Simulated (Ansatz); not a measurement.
One change: `N#[C][Al]([F])[F]` becomes `C[S][Al]([F])[F]`.

Ansatz, PBE0-D4/def2-TZVP geometries, multiplicity 1. Each molecule was computed in one conformer, which needn't be the lowest.

| property | `N#[C][Al]([F])[F]` |
| --- | --- |
| LUMO energy (PBE/def2-TZVPP) / eV | -2.89 |
| zero-point energy (PBE0-D4/def2-TZVP) / kJ/mol | 35.0 |
| HOMO–LUMO gap (ωB97M-V/def2-TZVPP) / eV | 12.67 |
| HOMO energy (B3LYP/def2-TZVPP) / eV | -10.24 |
| LUMO energy (PBE0/def2-TZVPP) / eV | -2.03 |
| HOMO–LUMO gap (PBE/def2-TZVPP) / eV | 6.08 |

**Question.** What does the change do to each property? (An estimate is asked.)

**Answer.** Computed: 
| property | `C[S][Al]([F])[F]` | shift |
| --- | --- | --- |
| LUMO energy (PBE/def2-TZVPP) / eV | -1.80 | 1.09 |
| zero-point energy (PBE0-D4/def2-TZVP) / kJ/mol | 117.3 | 82.3 |
| HOMO–LUMO gap (ωB97M-V/def2-TZVPP) / eV | 10.51 | -2.16 |
| HOMO energy (B3LYP/def2-TZVPP) / eV | -7.39 | 2.85 |
| LUMO energy (PBE0/def2-TZVPP) / eV | -0.94 | 1.09 |
| HOMO–LUMO gap (PBE/def2-TZVPP) / eV | 4.62 | -1.46 |

With PBE0 the HOMO rises by 2.89 eV and the LUMO rises by 1.09 eV, so the gap narrows by about 1.80 eV. PBE moves the HOMO by 2.56 eV and ωB97M-V by 3.07 eV. The zero-point energy changes by 82.3 kJ/mol with +9 modes.

B3LYP here is the variant with VWN-RPA as its local correlation; programs differ in this.
